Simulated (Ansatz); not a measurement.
Computed with Ansatz on PBE0-D4/def2-TZVP structures; ΔE is electronic, products minus reactants. CCSD(T)/CBS is the MP2 limit (def2-TZVPP, def2-QZVPP) plus CCSD(T) − MP2 in def2-TZVPP, frozen cores. DFT in def2-TZVPP. For Se outer-core shells are correlated without core-valence functions, which leaves a few kJ/mol of doubt a bond. Scalar relativity is left out up to krypton. One conformer a species, not always the lowest.

`NB[SeH]` + `SC1O[SiH2]1` → `[SeH]C1O[SiH2]1` + `NBS`  (redistribution)

`NB[SeH]`:

Cartesian coordinates in Å:
```
N 1.039 0.047 -0.631
B -0.129 -0.280 0.047
Se -1.214 1.123 0.873
H 1.614 -0.654 -1.064
H 1.393 0.982 -0.740
H -0.477 -1.417 0.129
H -2.227 0.199 1.387
```

`SC1O[SiH2]1`:

Cartesian coordinates in Å:
```
S -0.905 0.457 -1.681
C -0.590 -0.044 -0.015
O 0.185 0.880 0.827
Si 1.086 -0.480 0.519
H -1.874 1.354 -1.419
H -1.463 -0.423 0.510
H 1.324 -1.399 1.652
H 2.238 -0.346 -0.394
```

`[SeH]C1O[SiH2]1`:

Cartesian coordinates in Å:
```
Se 1.168 -1.189 -1.453
C 0.056 -0.829 0.077
O -1.311 -0.373 -0.187
Si -0.475 0.796 0.653
H 1.466 0.214 -1.772
H 0.082 -1.697 0.733
H -0.907 1.070 2.040
H -0.079 2.010 -0.091
```

`NBS`:

Z-matrix (Å, degrees):
```
N
B 1 1.391
H 1 1.004 2 121.9
H 1 1.006 2 124.2 3 -180.0
S 2 1.816 1 120.0 3 180.0
H 2 1.194 1 119.9 3 -0.0
H 5 1.339 2 96.3 1 -180.0
```

Is it downhill or uphill in electronic energy at CCSD(T)/CBS, and by how much? (Best estimate.)

The calculation gave: Nearly level: ΔE = -2.5 kJ/mol.

What do these levels give: r2SCAN-D4, PBE0-D4, ωB97M-V, B2PLYP, PBE, r2SCAN, PBE0, HF/def2-TZVPP, SCS-MP2/def2-TZVPP, CCSD(T)/def2-TZVPP, HF/CBS(def2), MP2/CBS(def2)? (Best estimate.)

Computed: r2SCAN-D4 -4.1, PBE0-D4 -2.9, ωB97M-V -3.2, B2PLYP -4.7, PBE -4.3, r2SCAN -4.0, PBE0 -2.5, HF/def2-TZVPP -1.1, SCS-MP2/def2-TZVPP -4.9, CCSD(T)/def2-TZVPP -4.8, HF/CBS(def2) -1.3, MP2/CBS(def2) -2.4 kJ/mol.

Largest T1 diagnostic among the species: 0.015.

In def2-TZVPP, CCSD(T) changes the Hartree–Fock value by −3.8 kJ/mol (the triples alone add −0.7 kJ/mol) and MP2 by −3.7 kJ/mol.
